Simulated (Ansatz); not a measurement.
A run for Ansatz (a first-principles code): R-SVWN5/def2-TZVPP on BH4NO2 (SMILES NB(O)O), a point of a torsion scan.

Ansatz 0.2 input:
```yaml
crystal:
  periodic: [false, false, false]
  atoms:
    - {symbol: N, position_ang: [1.12628907, -0.15586736, 0.19105999]}
    - {symbol: B, position_ang: [-0.23905146, 0.12529065, -0.00784886]}
    - {symbol: O, position_ang: [-1.08425319, -0.72451354, -0.67651781]}
    - {symbol: O, position_ang: [-0.73920992, 1.29239070, 0.48579792]}
    - {symbol: H, position_ang: [1.72125667, 0.48278771, 0.68331837]}
    - {symbol: H, position_ang: [1.59462955, -0.98281050, -0.12802875]}
    - {symbol: H, position_ang: [-0.67965051, -1.52607962, -0.99996876]}
    - {symbol: H, position_ang: [-1.67197439, 1.39073721, 0.29977880]}
basis:
  gaussian:
    orbitals: def2-TZVPP
hamiltonian:
  xc: {name: SVWN5}
scf: {lower_state_search: off}
```

The head of its log:

```
WARN ansatz: RAYON_NUM_THREADS=1 ignored (pool sized by the plan → 1); use --threads N
Functional definition: SVWN5
these checks for a lower state are left out or cut short: stability, starts, cluster_reference, orbital_swaps, neighbouring_geometries, increment
integrals: 0.07 GiB planned
862 factors; their error is unknown
mean field: 0.60 GiB planned
mean field evaluation 1: about -6266.7947 eV, gradient 1.0e2 eV
mean field evaluation 2: about -6226.8390 eV, gradient 1.7e2 eV
```

Question: What total energy does the run end on?

Answer: -230.9116 hartree.
